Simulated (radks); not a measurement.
Results of a calculation; reference values are marked as such.
Excited configurations of Tm21+: one electron is placed in a higher orbital outside [Kr] 4d10 4f1. The ground configuration is [Kr] 4d10 4f2. Level of theory: scalar-relativistic Kohn-Sham, PBEsol, spin-polarised, spherical densities, finite nucleus; open shells are filled with parallel spins first (spin-orbit coupling, left out, can overturn this in heavy ions); Fermi nuclear charge, rms radius 5.2256 fm (a radial shooting solver on a logarithmic mesh with Libxc functionals). Excitation = E - E(ground); binding = E(ion) - E, where the ion is the core of charge +22; n* = 22/sqrt(2 binding) in atomic units. These energies are relativistic, and a one-electron ion of charge +22 with no core already has n* below n in this formula (scalar-relativistic equation, point nucleus: 5s 4.989, 5p 4.993, 5d 4.997, 5f 4.998, 6s 5.989, 6p 5.993, 6d 5.996, 6f 5.998, 7s 6.988, 7d 6.996, 7f 6.998).

5s: excitation (eV) 60.377; binding (eV) 507.26; n* 3.603; eigenvalue (eV) -495.81; <r> (bohr) 0.9068
5p: excitation (eV) 107.75; binding (eV) 459.89; n* 3.784; eigenvalue (eV) -449.20; <r> (bohr) 0.9581
5d: excitation (eV) 171.92; binding (eV) 395.73; n* 4.079; eigenvalue (eV) -385.83; <r> (bohr) 1.027
5f: excitation (eV) 239.92; binding (eV) 327.72; n* 4.483; eigenvalue (eV) -318.48; <r> (bohr) 1.104
6s: excitation (eV) 258.90; binding (eV) 308.74; n* 4.618; eigenvalue (eV) -302.71; <r> (bohr) 1.476
6p: excitation (eV) 281.95; binding (eV) 285.69; n* 4.801; eigenvalue (eV) -279.97; <r> (bohr) 1.553
6d: excitation (eV) 313.94; binding (eV) 253.70; n* 5.095; eigenvalue (eV) -248.29; <r> (bohr) 1.663
6f: excitation (eV) 348.21; binding (eV) 219.43; n* 5.478; eigenvalue (eV) -214.29; <r> (bohr) 1.788
7s: excitation (eV) 359.14; binding (eV) 208.50; n* 5.620; eigenvalue (eV) -204.41; <r> (bohr) 2.174
7d: excitation (eV) 390.59; binding (eV) 177.05; n* 6.099; eigenvalue (eV) -173.56; <r> (bohr) 2.429
7f: excitation (eV) 410.46; binding (eV) 157.18; n* 6.473; eigenvalue (eV) -153.86; <r> (bohr) 2.603

The Delta-SCF ionisation energy is 567.64 eV (NIST Atomic Spectra Database: 570 eV, theoretical). Self-interaction in the functional shifts the binding energies and quantum defects, so they are the method's values and not measured ones. Open shells are spherical and high-spin; term and fine-structure splittings are not resolved. Spin-orbit splitting is averaged out at the scalar-relativistic level.
